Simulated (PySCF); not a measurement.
**How well do the runs reproduce experiment for SiCl4?**

**Experimental background.**

From Zheng, Zhang, Jin, Southworth, Cheng, Phys. Chem. Chem. Phys. 2022, 24, 13587, for the gas: Si 1s binding energy of Si2 1850.6 eV.

The runs below try to reproduce these values; the comparison stands at the end.

Species: SiCl₄.
Atom-mapped SMILES: `[Cl:1][Si:2]([Cl:3])([Cl:4])[Cl:5]`

Structure used (PBE0-D3(BJ)/def2-SVP), in Å, numbered top down from 1:
```
atom  x, y, z in Å
Cl1   -1.175   -1.184   -1.167
Si2    0.003    0.001   -0.007
Cl3   -0.741    1.894    0.005
Cl4    0.035   -0.727    1.892
Cl5    1.894    0.021   -0.758
```

Runs made with PySCF (gas phase, on this PBE0-D3(BJ)/def2-SVP geometry; non-relativistic but for the core-level run):

| level | job | basis functions | wall time |
| --- | --- | --- | --- |
| delta-SCF UKS SCAN, pcX-2 on the ionised atom, pcseg-1 elsewhere, spin-free X2C | ΔSCF core ionisation, 4 holes | 132 | 6.5 s |

Hardware: an x86-64 server with one thread (shared host).

Results beside the measurements:

**Core binding energies.** Delta-SCF UKS SCAN, pcX-2 on the ionised atom, pcseg-1 elsewhere, spin-free X2C (PySCF).

```tsv
level and atom	computed (eV)	measured (eV)	computed − measured (eV)
Si 1s, Si2	1850.68	1850.6	+0.08
```

Sources, in the order of the opening: Zheng, Zhang, Jin, Southworth, Cheng, Phys. Chem. Chem. Phys. 2022, 24, 13587. The computed values are vertical, without vibrational structure; measured positions hang on the energy calibration. 

The geometry is computed, not the measured one. Where a level misses, the cause wasn't examined.
